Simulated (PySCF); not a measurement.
Species: C₄H₅BCl₂.
Atom-mapped SMILES: `[Cl:1][BH:2]/[CH:3]=[C:4]1/[CH2:5][C@@H:6]1[Cl:7]` (hydrogens: H8 on B2; H9 on C3; H10, H11 on C5; H12 on C6)

Computed by this run: PBE0-D3(BJ)/def2-SVP geometry optimisation, gas phase (PySCF); density fitting, grid level 1; the optimiser is geomeTRIC in internal coordinates, started from a GFN2-xTB structure with every atom displaced at random (about 0.01 Å).

Step 0: E = -29924.8295 eV
```
atom  x, y, z in Å  |  force x, y, z in eV/Å
Cl1     1.9722    1.7612   -0.7493    0.103   2.145   0.491
B2      1.9246    0.1396   -1.1701   -0.511  -1.791  -0.123
C3      0.8278   -0.7904   -0.5783    2.608  -0.239  -1.484
C4     -0.1415   -0.3610    0.1546   -3.660   1.214   2.123
C5     -1.4243   -0.6387    0.8680    1.378   0.410   0.452
C6     -0.8941    0.7831    0.7185    0.282  -0.686  -0.396
Cl7    -1.7215    1.8777   -0.3742   -0.035   0.122  -0.100
H8      2.7651   -0.2537   -1.9094    0.319  -0.255  -0.320
H9      0.9096   -1.8508   -0.7318   -0.022  -0.817  -0.243
H10    -1.3882   -1.0858    1.8704    0.048   0.068  -0.015
H11    -2.2978   -0.9215    0.3093   -0.525  -0.155  -0.570
H12    -0.4923    1.3120    1.5832    0.016  -0.016   0.185
```

**Question.** Estimate the geometry and energy of step 1. (The exact step hangs on the optimiser's Hessian estimate; all steps are aligned on step 0, rigid shifts and turns removed.)

**Answer.** E = -29924.9866 eV, largest force 0.892 eV/Å
```
atom  x, y, z in Å  |  force x, y, z in eV/Å
Cl1     1.8165    1.8638   -0.6890    0.140  -0.682  -0.258
B2      1.8741    0.1346   -1.1525    0.121   0.860   0.204
C3      0.8495   -0.8531   -0.5894   -0.632  -0.266   0.443
C4     -0.1961   -0.4474    0.1563    0.670   0.307  -0.300
C5     -1.4417   -0.6161    0.9001   -0.172  -0.234  -0.145
C6     -0.8315    0.7548    0.6797   -0.284   0.080   0.092
Cl7    -1.6085    1.8848   -0.4255   -0.024  -0.055   0.036
H8      2.7707   -0.1821   -1.8863    0.040  -0.030  -0.066
H9      0.9581   -1.9283   -0.7775   -0.019   0.020  -0.059
H10    -1.4254   -1.0231    1.9179    0.023  -0.027   0.001
H11    -2.3372   -0.8869    0.3180    0.126   0.075   0.107
H12    -0.3887    1.2707    1.5392    0.012  -0.048  -0.056
```

The energy changes by -0.1572 eV. The first-order estimate −F·Δx gives -0.5631 eV and the mean of the old and new forces, exact on a quadratic surface, -0.1733 eV. The step makes an angle of 75° with the force vector and moves no atom by more than 0.196 Å.

What follows is the cost of the whole optimisation. On one thread, Arm Neoverse V2 (aarch64), no GPU (shared host), this took 61 s wall and 0.52 GiB of memory at its peak.
